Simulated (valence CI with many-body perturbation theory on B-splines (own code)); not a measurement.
Results of a calculation; reference values are marked as such.
From CI to CI+MBPT in Ge²⁷⁺

Level of theory: configuration interaction combined with many-body perturbation theory (CI+MBPT): three valence electrons over a frozen Dirac-Fock core [He], a basis of 11 s, 11 p, 9 d, 7 f, 5 g, 2 h, 1 i functions for each j, with the one-electron correlation potential Σ1 (screened to all orders), the two-electron term Σ2, the three-electron term Σ3, Breit, model QED; selected single and double excitations, second order for the rest (own B-spline code, finite nucleus).

The last digits are not significant, and no measured levels were compared; by estimate large intervals hold to a few tenths of a per cent, small ones and those within an open d or f shell to about a per cent.

Each rung adds one term. CI alone is the Dirac-Coulomb CI over the frozen core; QED comes last and gives the full result, which names the levels. Energies are above 2s2.2p 2P°_1/2 on the same rung, in eV.

Names give the largest LS component (configuration and term), which can be under half, so a name can repeat, a term be missing and a line seem to break the LS rules; names also repeat where a configuration has a term twice.

| Level | CI alone |
| --- | --- |
| 2s2.2p 2P°_3/2 | 37.4 |
| 2s.2p2 4P_1/2 | 71.3 |
| 2s.2p2 4P_3/2 | 92.8 |
| 2s.2p2 4P_5/2 | 106.7 |
| 2s.2p2 2D_3/2 | 137.9 |
| 2s.2p2 2P_1/2 | 149.2 |
| 2s.2p2 2D_5/2 | 151.9 |
| 2s.2p2 2S_1/2 | 188.9 |
| 2s.2p2 2P_3/2 | 191.1 |
| 2p3 4S°_3/2 | 225.7 |
| 2p3 2D°_3/2 | 254.4 |
| 2p3 2D°_5/2 | 264.4 |
| 2p3 2P°_1/2 | 285.4 |
| 2p3 2P°_3/2 | 311.2 |
| 2s2.3s 2S_1/2 | 1613.6 |
| 2s2.3p 2P°_1/2 | 1642.5 |

Question: What do these energies become with core correlation, Breit and QED?

Answer: 2s2.2p 2P°_3/2 36.5 (-0.90); 2s.2p2 4P_1/2 71.0 (-0.28); 2s.2p2 4P_3/2 91.9 (-0.90); 2s.2p2 4P_5/2 104.9 (-1.79); 2s.2p2 2D_3/2 136.5 (-1.44); 2s.2p2 2P_1/2 148.4 (-0.87); 2s.2p2 2D_5/2 149.9 (-2.02); 2s.2p2 2S_1/2 187.4 (-1.49); 2s.2p2 2P_3/2 188.9 (-2.24); 2p3 4S°_3/2 223.9 (-1.80); 2p3 2D°_3/2 252.3 (-2.08); 2p3 2D°_5/2 261.4 (-2.96); 2p3 2P°_1/2 283.5 (-1.95); 2p3 2P°_3/2 308.2 (-2.99); 2s2.3s 2S_1/2 1612.4 (-1.22); 2s2.3p 2P°_1/2 1641.2 (-1.23).

Question: How does the ionisation energy move along the ladder, and which term matters most?

Answer: CI alone 2884.3, + Σ1 2884.7, + Σ2 2884.6, + Σ3 2884.6, + Breit 2882.5, + QED 2882.6 eV. The largest step is Breit, -2.0 eV. NIST lists 2881.9 ± 1.6 eV (semi-empirical).
